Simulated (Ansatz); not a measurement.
Cost and result for the atomization energy of CH5GeI, SMILES `[CH3][GeH2][I]` (8 atoms, 7 bonds).

Total charge 0; spin multiplicity 1. Correlated methods include outer-core shells of Ge, I, which these sets cover unevenly. Scalar relativity is left out up to krypton. I: def2 effective core potential. All single points use the PBE0-D4/def2-TZVP geometry. Program: Ansatz. All runs use 4 threads of a server CPU on a shared host. Times are those of one run each, without the atoms' runs, and a repeat can differ threefold. Electronic energies, without spin–orbit coupling; frozen cores. CCSD(T)/CBS adds CCSD(T) − MP2 in def2-TZVPP to the MP2 limit, and its time is that of the two runs behind it. T1 = 0.009. With those shells the extrapolation isn't a true limit. B3LYP takes the VWN-RPA correlation (the form of Gaussian; ORCA's B3LYP/G).

CCSD(T)/CBS is a level of theory with its own doubt, some kJ/mol a heavy atom from the limit and from the frozen cores, so smaller differences don't rank the functionals.

| level | functions | wall time |
| --- | --- | --- |
| PBE-D4/def2-TZVPP (with forces) | 199 | 1.6 s |
| CAM-B3LYP-D4/def2-TZVPP | 199 | 2.4 s |
| r2SCAN-D4/def2-TZVPP (with forces) | 199 | 2.7 s |
| B3LYP-D4/def2-TZVPP (with forces) | 199 | 2.8 s |
| r2SCANh-D4/def2-TZVPP | 199 | 3 s |
| B2PLYP/def2-TZVPP | 199 | 3.4 s |
| CCSD(T)/def2-SVP | 97 | 3.9 s |
| ωB97X-V/def2-TZVPP | 199 | 4.5 s |
| B97M-V/def2-TZVPP | 199 | 5 s |
| ωB97M-V/def2-TZVPP (with forces) | 199 | 7 s |
| MP2/def2-QZVPP | 378 | 11 s |
| CCSD(T)/def2-TZVPP | 199 | 66 s |
| CCSD(T)/CBS(def2) | – | 77 s |

(1) What atomization energy does each give, and how far from CCSD(T)/CBS? (Best estimate.)

Answers

(1) The calculation gave: 
```
                             level  atomization (kcal/mol)  difference from CCSD(T)/CBS  per bond
   PBE-D4/def2-TZVPP (with forces)                   587.3                         -2.8      -0.4
           CAM-B3LYP-D4/def2-TZVPP                   584.3                         -5.8      -0.8
r2SCAN-D4/def2-TZVPP (with forces)                   587.3                         -2.8      -0.4
 B3LYP-D4/def2-TZVPP (with forces)                   582.7                         -7.4      -1.1
             r2SCANh-D4/def2-TZVPP                   585.5                         -4.6      -0.7
                 B2PLYP/def2-TZVPP                   578.1                        -12.0      -1.7
                  CCSD(T)/def2-SVP                   554.0                        -36.1      -5.1
                ωB97X-V/def2-TZVPP                   587.8                         -2.3      -0.3
                 B97M-V/def2-TZVPP                   588.5                         -1.6      -0.2
  ωB97M-V/def2-TZVPP (with forces)                   582.3                         -7.8      -1.1
                    MP2/def2-QZVPP                   585.8                         -4.3      -0.6
                CCSD(T)/def2-TZVPP                   577.3                        -12.8      -1.8
                 CCSD(T)/CBS(def2)                   590.1                          0.0       0.0
```

From r2SCAN to r2SCAN0 (25 % exact exchange), in def2-TZVPP and without D4, the atomization energy moves by −4.5 kcal/mol: exact exchange takes away binding that semilocal exchange gives to molecules. In def2-TZVPP, CCSD(T) changes the Hartree–Fock value by +138.3 kcal/mol (the triples alone add +7.1 kcal/mol) and MP2 by +139.5 kcal/mol; breaking electron pairs costs correlation energy, which Hartree–Fock lacks. The D4 term adds +6.2 kcal/mol with B3LYP and +3.3 kcal/mol with PBE0; it sums over pairs of atoms, weighted by their polarisabilities, and B3LYP, whose exchange is more repulsive, gets the larger term.

Spin–orbit coupling would lower the free I atoms strongly, and the atomization energy with them, by more than many differences here. For some Ge, Se and Sn compounds the MP2-based and the directly extrapolated limit differ by 10 to 25 kJ/mol.
